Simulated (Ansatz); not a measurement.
`F[C](=[Se])[InH2]` + `BC` → `C[BH][InH2]` + `FC=[Se]` at 298.15 K and 1 bar (formal exchange of groups at the In–C bond).

Calculated with Ansatz (gas phase, PBE0-D4/def2-TZVP geometries, no zero-point term in ΔE). CCSD(T)/CBS adds triple-zeta CCSD(T) − MP2 to the extrapolated MP2 energy (def2 sets, frozen cores). This one scheme is used for every species. Elements past krypton have def2 core potentials. For In, Se outer-core shells are correlated without core-valence functions, which leaves a few kJ/mol of doubt a bond. Scalar relativity is left out up to krypton.

| species | CCSD(T)/CBS energy (Eh) | H − E (kJ/mol) | S (J/(mol·K)) |
| --- | --- | --- | --- |
| `F[C](=[Se])[InH2]` | -2729.49754 | 70.1 | 350.7 |
| `BC` | -65.83255 | 158.6 | 247.5 |
| `C[BH][InH2]` | -256.21482 | 174.8 | 330.2 |
| `FC=[Se]` | -2539.10585 | 58.1 | 270.5 |

H − E and S are ideal-gas, rigid-rotor, harmonic terms from PBE0-D4/def2-TZVP, for one conformer and one mirror image of each species. 1 Eh = 2625.50 kJ/mol, R = 8.31446 J/(mol·K).

Q: By hand: ΔE, ΔH, ΔS and ΔG.

A: ΔE = (-256.21482) + (-2539.10585) − (-2729.49754) − (-65.83255) = 0.00942 Eh = 24.7 kJ/mol. Δ(H − E) = 174.8 + 58.1 − 70.1 − 158.6 = 4.2, so ΔH = 28.9 kJ/mol. ΔS = 330.2 + 270.5 − 350.7 − 247.5 = 2.5 J/(mol·K). ΔG = 28.9 − 298.15 × (2.5)/1000 = 28.2 kJ/mol.

Q: By hand: the equilibrium constant, and the temperature at which ΔG would vanish if ΔH and ΔS stayed fixed.

A: log₁₀ K = −ΔG/(RT ln 10) = -4.9. ΔG = 0 at ΔH/ΔS = 11560 K, far beyond where these terms or the molecules hold.

The number of gas molecules stays the same, so ΔS is small and ΔH decides. A doubt of 5 kJ/mol in ΔE shifts log₁₀ K by 0.9 here. Other conformers and mirror images would add mixing entropy, several J/(mol·K) or more a flexible species. These are equilibria of isolated gas molecules and say nothing of rates. Largest T1 diagnostic: 0.018 (customary marks: 0.02 for closed shells, 0.045 for open ones).
